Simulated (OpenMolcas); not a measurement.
**2s² 2p along the 5-electron sequence**

```
Program             : OpenMolcas 26.06
Method              : SS-CASPT2, IPEA 0.25 Eh, imaginary shift 0.1 Eh
Basis               : ANO-R3
Scalar Hamiltonian  : X2C, finite nucleus
Spin-orbit coupling : RASSI with atomic mean-field integrals over the reference wave functions, term energies averaged over their components
```

Active space for each ion: 3 electrons in 4 orbitals (2s 2p); closed shells correlated by CASPT2: 1s.

Computed levels in cm-1 above ²P°_1/2:

```tsv
Level	B	C+	N2+	O3+	F4+	Ne5+
²P°_3/2	14.3	56.6	158	351	682	1208
weight of ²P° in the lowest level (%)	100	100	100	100	100	100
```

Measured, with the error of the calculation in %. Measured levels: B, C+ from NIST Handbook of Basic Atomic Spectroscopic Data; N2+ from Moore, Selected Tables of Atomic Spectra, NSRDS-NBS 3, section 5; O3+ from Moore, Selected Tables of Atomic Spectra, NSRDS-NBS 3, section 10; F4+ from Moore, Atomic Energy Levels, vol. I, NSRDS-NBS 35 (1971 reprint of NBS Circular 467, 1949); Ne5+ from NIST levels in Podobedova, Fuhr, Reader and Wiese, J. Phys. Chem. Ref. Data 33, 525 (2004).

| Level | B | C+ | N2+ | O3+ | F4+ | Ne5+ |
| --- | --- | --- | --- | --- | --- | --- |
| ²P°_3/2 | 15.3 (-6.4) | 63.4 (-10.7) | 174 (-9.6) | 386 (-9.0) | 746 (-8.6) | 1310 (-7.8) |

The fine-structure level ²P°_3/2 changes by a factor of 84.5 from B to Ne5+. Its fourth root runs 1.94, 2.74, 3.55, 4.33, 5.11, 5.90, with steps per unit of Z of 0.80, 0.80, 0.78, 0.78, 0.79; equal steps would mean a (Z - σ)^4 law with constant σ.

Computed and measured levels are paired by configuration, term and J; levels that our copy of the source lacks, or whose pairing is in doubt (as where it misses far off the trend of its configuration), stay unpaired and out of the deviations. Only configurations of the active space appear.

° marks odd parity.
